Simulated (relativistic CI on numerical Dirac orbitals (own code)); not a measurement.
**One change at a time: Ga²⁸⁺**

Base calculation: Dirac-Coulomb-Breit CI, KLI orbitals optimised for each configuration, a model potential for QED, unscaled Slater integrals.

Configuration list (outside the closed core 1s2): 2s, 2p, 3s, 3p, 3d, 4s, 4p, 4d, 4f, 5s, 5p, 5d, 5f, 5g. Levels of other configurations are missing.

Variants: (1) Breit term removed. Shifts of the energy above 2s 2S_1/2, in eV, for the lowest level and the first level of each name with at least 55 % of one term (blank where a level changes its place among those of its configuration and J or its character, or is not in the variant):

```tsv
Level	Base	Δ(1)
2s 2S_1/2	0.00	0.00
2p 2P°_1/2	59.79	-0.94
2p 2P°_3/2	93.90	+0.13
3s 2S_1/2	1674.96	+0.69
3p 2P°_1/2	1691.56	+0.43
3p 2P°_3/2	1701.66	+0.74
3d 2D_3/2	1707.79	+0.95
3d 2D_5/2	1710.98	+0.96
4s 2S_1/2	2252.75	+0.85
4p 2P°_1/2	2259.59	+0.75
4p 2P°_3/2	2263.84	+0.87
4d 2D_3/2	2266.38	+0.96
4d 2D_5/2	2267.73	+0.96
4f 2F°_5/2	2267.86	+0.97
```

At this charge energies of transitions that change n are usually good to better than 1 %, and those within a shell (Δn = 0) to a few per cent.

Ionisation energy from the two ground configurations alone: base 2984.18 eV; Breit term removed 2985.15 eV. The NIST ASD value (theoretical) is 2984.43 eV.
